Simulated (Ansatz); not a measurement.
Cost and result for the atomization energy of CH₆FNOSi (`NC(F)[SiH2]O`) (11 atoms, 10 bonds).

```xyz
11

N     1.0008    0.4841   -1.2620
C     0.4287    0.7994   -0.0237
F     1.4019    1.1322    0.9712
Si   -0.5632   -0.6415    0.7059
O    -1.9404   -0.7699   -0.1849
H     1.4991    1.2502   -1.6935
H     1.5749   -0.3468   -1.2471
H    -0.1873    1.6974   -0.1284
H     0.2802   -1.8676    0.6099
H    -0.8694   -0.3713    2.1346
H    -2.6254   -1.3662    0.1179
```

Total charge 0; spin multiplicity 1. Geometry: relaxed with PBE0-D4/def2-TZVP. It is one conformer, not always the lowest. Program: Ansatz. All runs use 4 threads of an Arm Neoverse V1 on a shared host. Times are those of one run each, without the atoms' runs, and a repeat can differ threefold. Electronic energies, without spin–orbit coupling; frozen cores. CCSD(T)/CBS adds CCSD(T) − MP2 in def2-TZVPP to the MP2 limit, and its time is that of the two runs behind it. T1 = 0.012. B3LYP takes the VWN-RPA correlation (the form of Gaussian; ORCA's B3LYP/G).

CCSD(T)/CBS is a level of theory with its own doubt, some kJ/mol a heavy atom from the limit and from the frozen cores, so smaller differences don't rank the functionals.

```tsv
level	functions	wall time	atomization (kJ/mol)	difference from CCSD(T)/CBS	per bond
PBE-D4/def2-TZVPP (with forces)	250	2.3 s	4016.9	68.2	6.8
PBE0-D4/def2-TZVPP	250	2.7 s	3920.3	-28.4	-2.8
B3LYP-D4/def2-TZVPP (with forces)	250	4.4 s	3941.4	-7.3	-0.7
r2SCAN-D4/def2-TZVPP (with forces)	250	4.8 s	3935.0	-13.7	-1.4
B2PLYP/def2-TZVPP	250	4.8 s	3897.1	-51.6	-5.2
ωB97X-V/def2-TZVPP	250	7 s	3960.8	12.1	1.2
ωB97M-V/def2-TZVPP (with forces)	250	10 s	3957.9	9.2	0.9
MP2/def2-QZVPP	478	21 s	3970.7	22.0	2.2
CCSD(T)/def2-TZVPP	250	2.8 min	3824.9	-123.8	-12.4
CCSD(T)/CBS(def2)	–	3.1 min	3948.7	0.0	0.0
```

In def2-TZVPP, CCSD(T) changes the Hartree–Fock value by +1084.0 kJ/mol (the triples alone add +60.6 kJ/mol) and MP2 by +1155.9 kJ/mol; breaking electron pairs costs correlation energy, which Hartree–Fock lacks. From PBE to PBE0 (25 % exact exchange), in def2-TZVPP and without D4, the atomization energy moves by −93.5 kJ/mol: exact exchange takes away binding that semilocal exchange gives to molecules. The D4 term adds +31.2 kJ/mol with B3LYP and +16.3 kJ/mol with PBE0; it sums over pairs of atoms, weighted by their polarisabilities, and B3LYP, whose exchange is more repulsive, gets the larger term.
